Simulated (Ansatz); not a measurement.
Reaction (ligand exchange at the Al–C bond): `C#[C][AlH][F]` + CH₃SH → `C[S][AlH][F]` + `C#C`

Isolated molecules relaxed with PBE0-D4/def2-TZVP in Ansatz; ΔE leaves out vibrations. CCSD(T)/CBS adds triple-zeta CCSD(T) − MP2 to the extrapolated MP2 energy (def2 sets, frozen cores). This one scheme is used for every species. DFT in def2-TZVPP. B3LYP here is the variant with VWN-RPA as its local correlation; programs differ in this. HSE06 is defined as in plane-wave codes. One conformer a species, not always the lowest.

`C#[C][AlH][F]`:

```xyz
6

C    -0.056   -1.458   -1.137
C    -0.015   -0.501   -0.398
Al    0.014    0.968    0.797
F     0.889    2.291    0.359
H    -0.090   -2.300   -1.791
H    -0.742    1.000    2.169
```

CH₃SH:

```xyz
6

C    -0.118    0.356    0.317
S     0.331   -1.325   -0.167
H     0.665    1.069    0.060
H    -0.231    0.340    1.401
H    -1.066    0.660   -0.126
H     0.419   -1.100   -1.486
```

`C[S][AlH][F]`:

```xyz
8

C    -0.842   -0.508    0.959
S     0.632   -1.154    0.100
Al    1.073    0.540   -1.164
F     2.371    0.445   -2.171
H    -1.103    0.498    0.629
H    -1.680   -1.174    0.759
H    -0.641   -0.489    2.029
H     0.190    1.842   -1.140
```

`C#C`:

Cartesian coordinates in Å:
```
C -0.169 0.561 -0.124
C 0.169 -0.561 0.124
H -0.470 1.558 -0.344
H 0.470 -1.558 0.344
```

```
             level  ΔE (kJ/mol)  difference from CCSD(T)/CBS
            PBE-D4        -49.6                         -3.4
           BLYP-D4        -44.2                          2.0
         r2SCAN-D4        -47.0                         -0.8
           PBE0-D4        -49.1                         -2.9
          B3LYP-D4        -44.6                          1.6
        r2SCANh-D4        -47.2                         -1.0
        r2SCAN0-D4        -47.6                         -1.4
          HSE06-D4        -49.0                         -2.8
          BHLYP-D4        -44.5                          1.7
      CAM-B3LYP-D4        -43.6                          2.6
           ωB97X-V        -44.7                          1.5
           ωB97M-V        -45.3                          0.9
            B2PLYP        -42.0                          4.2
          PBE-QIDH        -46.5                         -0.3
               PBE        -47.4                         -1.2
            revPBE        -44.0                          2.2
              BLYP        -39.9                          6.3
            r2SCAN        -46.5                         -0.3
              PBE0        -47.2                         -1.0
             B3LYP        -41.0                          5.2
           r2SCANh        -46.7                         -0.5
           r2SCAN0        -46.9                         -0.7
             BHLYP        -40.9                          5.3
         CAM-B3LYP        -41.5                          4.7
           LC-ωPBE        -47.0                         -0.8
RPA@PBE/def2-TZVPP        -35.8                         10.4
       HF/def2-SVP        -35.6                         10.6
      MP2/def2-SVP        -43.0                          3.2
     CCSD/def2-SVP        -41.2                          5.0
  CCSD(T)/def2-SVP        -41.6                          4.6
     HF/def2-TZVPP        -36.4                          9.8
    MP2/def2-TZVPP        -44.0                          2.2
SCS-MP2/def2-TZVPP        -40.1                          6.1
   CCSD/def2-TZVPP        -41.0                          5.2
CCSD(T)/def2-TZVPP        -42.2                          4.0
     HF/def2-QZVPP        -36.0                         10.2
    MP2/def2-QZVPP        -46.2                          0.0
SCS-MP2/def2-QZVPP        -42.5                          3.7
      HF/CBS(def2)        -35.9                         10.3
     MP2/CBS(def2)        -48.0                         -1.8
       CCSD(T)/CBS        -46.2                            0
```

Largest T1 diagnostic among the species: 0.013.

Leaving LDA and LC-ωPBE aside and taking each functional with its dispersion term where it has one, the values spread over 7.6 kJ/mol, from PBE-D4 to B2PLYP. LDA lies −6.2 kJ/mol from PBE without D4. The D4 term adds −3.5 kJ/mol with B3LYP and −1.9 kJ/mol with PBE0; it sums over pairs of atoms, weighted by their polarisabilities, and B3LYP, whose exchange is more repulsive, gets the larger term.
